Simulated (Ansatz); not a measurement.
Name a neutral molecule of Al, F, Se, Si, Zn and H with LUMO energy (PBE/def2-TZVPP) between -3.05 and -2.75 eV and size of the dipole moment (B3LYP/def2-TZVPP) between 3.40 and 3.70 D (Ansatz, PBE0-D4/def2-TZVP geometry).

`[F][Al]1[Zn][SiH2][Se]1` (-2.94 eV, 3.44 D). Other molecules can fit too; these were computed, each in one conformer that needn't be the lowest.

B3LYP here is the variant with VWN-RPA as its local correlation; programs differ in this.
